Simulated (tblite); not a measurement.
Species: C₃H₁₀B₂N (doublet state).
Bonds: C1–B2, B2–C3, C3–B4, B4–N5, N5–C6. Hydrogens: H7, H8, H9 on C1; H10, H11 on C3; H12 on B4; H13 on N5; H14, H15, H16 on C6.

Computed with GFN2-xTB (tblite), gas phase: L-BFGS steps from a force-field or distance-geometry start until the largest atomic force falls under 0.01 eV/Å.

At the end of the run (lengths in Å): B4–N5 1.383, B2–C3 1.558, C6–H15 1.088, C1–B2 1.564, C6–H14 1.095, C3–B4 1.592, C1–H9 1.092, B4–N5–C6 127.9°, C1–B2–C3 125.8°, C3–B4–N5 119.3°, B2–C3–B4 109.1°, C1–B2–C3–B4 -55°, B2–C3–B4–N5 -99°, C3–B4–N5–C6 178°, H13–N5–B4–C3 -1°, H10–C3–B4–N5 28°.

**Question.** These geometries were met on the way; a selection of coordinates is given. Order them by energy above the end point, lowest first.
A. B4–N5 1.382, B2–C3 1.557, C6–H15 1.093, C1–B2 1.572, C6–H14 1.092, C3–B4 1.596, C1–H9 1.094, B4–N5–C6 126.3°, C1–B2–C3 123.3°, C3–B4–N5 119.5°, B2–C3–B4 114.5°, C1–B2–C3–B4 -52°, B2–C3–B4–N5 -163°, C3–B4–N5–C6 -177°, H13–N5–B4–C3 4°, H10–C3–B4–N5 -33°
B. B4–N5 1.383, B2–C3 1.565, C6–H15 1.096, C1–B2 1.595, C6–H14 1.086, C3–B4 1.616, C1–H9 1.096, B4–N5–C6 118.6°, C1–B2–C3 120.5°, C3–B4–N5 126.5°, B2–C3–B4 106.6°, C1–B2–C3–B4 -75°, B2–C3–B4–N5 -164°, C3–B4–N5–C6 -153°, H13–N5–B4–C3 22°, H10–C3–B4–N5 -28°
C. B4–N5 1.395, B2–C3 1.532, C6–H15 1.085, C1–B2 1.556, C6–H14 1.085, C3–B4 1.602, C1–H9 1.087, B4–N5–C6 116.2°, C1–B2–C3 118.7°, C3–B4–N5 127.2°, B2–C3–B4 107.8°, C1–B2–C3–B4 -81°, B2–C3–B4–N5 -170°, C3–B4–N5–C6 -151°, H13–N5–B4–C3 63°, H10–C3–B4–N5 -38°
D. B4–N5 1.383, B2–C3 1.551, C6–H15 1.091, C1–B2 1.567, C6–H14 1.085, C3–B4 1.603, C1–H9 1.093, B4–N5–C6 122.3°, C1–B2–C3 121.5°, C3–B4–N5 123.0°, B2–C3–B4 113.9°, C1–B2–C3–B4 -57°, B2–C3–B4–N5 -163°, C3–B4–N5–C6 -163°, H13–N5–B4–C3 -1°, H10–C3–B4–N5 -31°
E. B4–N5 1.508, B2–C3 1.614, C6–H15 1.119, C1–B2 1.587, C6–H14 1.125, C3–B4 1.586, C1–H9 1.115, B4–N5–C6 111.9°, C1–B2–C3 114.0°, C3–B4–N5 121.6°, B2–C3–B4 105.5°, C1–B2–C3–B4 -84°, B2–C3–B4–N5 -174°, C3–B4–N5–C6 -150°, H13–N5–B4–C3 79°, H10–C3–B4–N5 -52°

**Answer.** A (0.159 eV), D (0.256 eV), B (0.437 eV), C (0.741 eV), E (1.237 eV).

```tsv
step	E above end (eV)	rms distance from the end, all atoms (Å)	largest force (eV/Å)	rms shift of all bonds from the end (Å)
32	0.159	0.608	0.151	0.004
18	0.256	0.632	0.366	0.006
9	0.437	0.668	0.488	0.014
3	0.741	0.693	0.756	0.011
0	1.237	0.705	2.905	0.039
```

Rows stand in the order of the answer.
